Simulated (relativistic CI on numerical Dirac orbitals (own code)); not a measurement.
Sensitivity of the levels of Dy³²⁺ to α and to the nuclear radius

These numbers are calculated, not measured: Dirac-Coulomb-Breit CI, orbitals from a KLI potential per configuration, derivatives by finite differences, unscaled Slater integrals, QED left out (own radial code, finite nucleus).

CI space (outside the closed core [Ar] 3d10): 4s2 4p4, 4s 4p5, 4s2 4p3 4d, 4p6, 4s 4p4 4d, 4s2 4p3 4f. Double excitations out of closed p, d and f shells are left out; levels of such configurations are missing from the list, as are those of other unlisted configurations, and high levels can miss mixing partners.

With x = (α/α₀)² − 1 an excitation energy changes as ω = ω₀ + qx; K = 2q/ω₀ is the relative enhancement. Terms are leading LS components, so labels can repeat. The field-shift factor is F = δν/δ⟨r²⟩ for the transition from the lowest level.

Lowest level 4s2 4p4 3P_2.

```tsv
Level	ω₀ (cm⁻¹)	q (cm⁻¹)	K	F (GHz/fm²)
4s2 4p4 1S_0	68172	5790	0.17	-1.54
4s2 4p4 3P_1	391142	469700	2.4	-39.3
4s2 4p4 1D_2	423911	468200	2.21	-39.1
4s2 4p4 3P_0	844870	935400	2.21	-83.5
4s 4p5 3P°_2	1003732	270200	0.538	-365
4s2 4p3 4d 5D°_1	1019583	142500	0.279	-160
4s 4p5 3P°_2	1038589	209600	0.404	-245
4s2 4p3 4d 3P°_0	1041930	40410	0.0776	9.01
4s2 4p3 4d 3F°_3	1045345	43200	0.0826	9.91
4s2 4p3 4d 3F°_4	1117434	122000	0.218	11.2
4s 4p5 3P°_1	1155663	406500	0.703	-475
4s2 4p3 4d 3D°_2	1183593	241400	0.408	-152
4s2 4p3 4d 3D°_3	1212280	150200	0.248	7.4
4s2 4p3 4d 3D°_1	1258405	205300	0.326	-84.1
4s2 4p3 4d 3P°_0	1368293	639600	0.935	-279
4s2 4p3 4d 3D°_1	1380553	540700	0.783	-116
4s2 4p3 4d 3F°_2	1387380	494300	0.713	-28.2
4s2 4p3 4d 3F°_3	1411191	501000	0.71	-27.8
4s2 4p3 4d 1S°_0	1433924	738600	1.03	-353
4s2 4p3 4d 3G°_4	1444778	500000	0.692	-28
4s2 4p3 4d 3D°_1	1456213	734900	1.01	-347
4s2 4p3 4d 3D°_3	1469630	581500	0.791	-26.8
4s2 4p3 4d 5D°_4	1476189	572700	0.776	-26
```

At this charge energies of transitions that change n are usually good to better than 1 %, and those within a shell (Δn = 0) to a few per cent.
